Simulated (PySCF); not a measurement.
# fluorobenzene: calculation against experiment

**Measured values to compare with.**

From NIST CCCBDB Release 22 (SRD 101), experimental dipoles, for the gas: dipole moment 1.6 D.

How close the calculation comes is told at the end.

Fluorobenzene, C₆H₅F.
Numbering: `[F:1][c:2]1[cH:3][cH:4][cH:5][cH:6][cH:7]1` (hydrogens: H8 on C3; H9 on C4; H10 on C5; H11 on C6; H12 on C7)

Structure used (PBE0/6-31+G*), in Å, numbered top down from 1:
```
atom  x, y, z in Å
F1    -2.2519   -1.4509    0.0092
C2    -1.1209   -0.7150   -0.0008
C3     0.1019   -1.3698   -0.0265
C4     1.2656   -0.6017   -0.0363
C5     1.1939    0.7911   -0.0204
C6    -0.0503    1.4211    0.0050
C7    -1.2241    0.6683    0.0151
H8     0.1316   -2.4549   -0.0384
H9     2.2323   -1.0981   -0.0561
H10    2.1045    1.3837   -0.0279
H11   -0.1122    2.5061    0.0173
H12   -2.2038    1.1355    0.0348
```

Runs made with PySCF (gas phase, on this PBE0/6-31+G* geometry; no spin–orbit coupling):

```json
{"level": "PBE0/6-31+G*, grid level 1", "job": "geometry optimisation from a GFN2-xTB start", "basis functions": "136", "wall time": "29 s"}
```

Hardware: one thread, Arm Neoverse N1 (aarch64), shared host.

All basis functions are spherical.

Results beside the measurements:

**Dipole moment.** Measured: 1.6 D (NIST CCCBDB Release 22 (SRD 101), experimental dipoles).

```tsv
level	computed (D)	computed − measured (D)	% (from the printed values)
PBE0/6-31+G*	1.66	+0.06	+4
```

The computed dipoles belong to one fixed geometry; measured ones are averaged over vibrations unless marked μe. Magnitudes are compared, not signs.

No measured geometry was used, and the causes of the misses weren't examined.
